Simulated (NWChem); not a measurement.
System: C2H8N cation; SMILES CC[NH3+]

```xyz
11

C      0.2763    -1.2971     0.0000
C     -0.6105    -0.0639     0.0000
N      0.2398     1.2116     0.0000
H     -0.3643    -2.1840     0.0000
H      0.9084    -1.3489    -0.8932
H      0.9084    -1.3489     0.8932
H     -1.2420     0.0021     0.8888
H     -1.2420     0.0021    -0.8888
H     -0.3398     2.0606     0.0000
H      0.8490     1.2506     0.8274
H      0.8490     1.2506    -0.8274
```
Atoms are numbered in this order, from 1.

Program: NWChem. The geometry was optimised at B3LYP/6-31G* (spherical d). Vertical excitations in the gas phase; the lowest state need not have the same character in each row.

### Question
Order these by “lowest excitation, singlet (eV)”, lowest first: PBE/def2-SVPD, full TDDFT; Hartree-Fock/def2-SVPD, TDHF; B3LYP/def2-SVPD, full TDDFT.

### Answer
PBE/def2-SVPD, full TDDFT (7.96), B3LYP/def2-SVPD, full TDDFT (8.72), Hartree-Fock/def2-SVPD, TDHF (11.26)
